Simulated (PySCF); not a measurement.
SCF from a fresh guess for doublet AsF₄, at the PBE minimum. PySCF input:

```python
from pyscf import gto, scf, dft
mol = gto.M(atom='''
As    -0.205130    -0.000000    -0.000000
F     -0.499860    -0.000000     1.775460
F     -0.499860    -0.000000    -1.775470
F      0.904340     1.330660     0.000000
F      0.904340    -1.330660     0.000000''',
    basis={'As': 'def2-SVP', 'F': 'def2-SVP'},
    charge=0, spin=1)
mf = dft.UKS(mol, xc='PBE')
mf.grids.atom_grid = (50, 194)
aux = {'As': 'def2-universal-JKFIT', 'F': 'def2-universal-JKFIT'}
mf = mf.density_fit(auxbasis=aux)
mf.conv_tol = 1e-08
mf.diis_space = 10
mf.max_cycle = 60
mf.init_guess = 'minao'
mf.verbose = 4
mf.kernel()
```

Excerpt of the output (cycles alone):

```
init E= -2633.58814224052
cycle= 1 E= -2633.70944501085  delta_E= -0.121  |g|= 0.855  |ddm|= 1.87
cycle= 2 E= -2632.48371242374  delta_E= 1.23  |g|= 2.06  |ddm|= 2.15
cycle= 3 E= -2633.96081267599  delta_E= -1.48  |g|= 0.156  |ddm|= 1.54
cycle= 4 E= -2633.9574918522  delta_E= 0.00332  |g|= 0.186  |ddm|= 0.25
cycle= 5 E= -2633.96972592157  delta_E= -0.0122  |g|= 0.0167  |ddm|= 0.13
cycle= 6 E= -2633.96986494569  delta_E= -0.000139  |g|= 0.00285  |ddm|= 0.0191
cycle= 7 E= -2633.96986800099  delta_E= -3.06e-06  |g|= 0.000794  |ddm|= 0.00311
cycle= 8 E= -2633.96986817124  delta_E= -1.7e-07  |g|= 0.000256  |ddm|= 0.000853
cycle= 9 E= -2633.96986818767  delta_E= -1.64e-08  |g|= 0.000157  |ddm|= 0.000283
cycle= 10 E= -2633.96986819599  delta_E= -8.31e-09  |g|= 5.44e-05  |ddm|= 0.000157
Extra cycle  E= -2633.96986818759  delta_E= 8.4e-09  |g|= 0.000159  |ddm|= 0.000163
converged SCF energy = -2633.96986818759  <S^2> = 0.75178478  2S+1 = 2.001784
```

No lower solution of this spin was found by a stability analysis within the unrestricted form.

The search for the lowest solution, with the stability check, took 10 s on 2 threads of a shared Arm Neoverse V1 host, with 88 basis functions; the process peaked at 0.35 GiB.
